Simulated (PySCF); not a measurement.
C2H7ClSi, SMILES CC[SiH2]Cl (GFN2-xTB optimised geometry):

```
11

C      1.947    -0.735     0.000
C      0.422    -0.735     0.000
Si    -0.319     1.016     0.000
Cl    -2.334     0.865    -0.017
H      2.334    -1.752    -0.001
H      2.332    -0.225    -0.880
H      2.332    -0.225     0.880
H      0.068    -1.288     0.873
H      0.068    -1.288    -0.873
H      0.068     1.745     1.207
H      0.087     1.752    -1.196
```

Calculation: CAM-B3LYP/def2-TZVP in PySCF 2.14.0.

Problem. What are the frontier orbital energies and the dipole moment?

Solution. HOMO-2 -11.16 eV, HOMO-1 -10.21 eV, HOMO -9.73 eV, LUMO 1.33 eV, LUMO+1 1.80 eV; dipole moment 1.68 D.

Meta-Löwdin charges at CAM-B3LYP/def2-TZVP: C1 -0.32, C2 -0.44, Si3 0.73, Cl4 -0.31, H5 0.12, H6 0.11, H7 0.11, H8 0.12, H9 0.12, H10 -0.11, H11 -0.11.
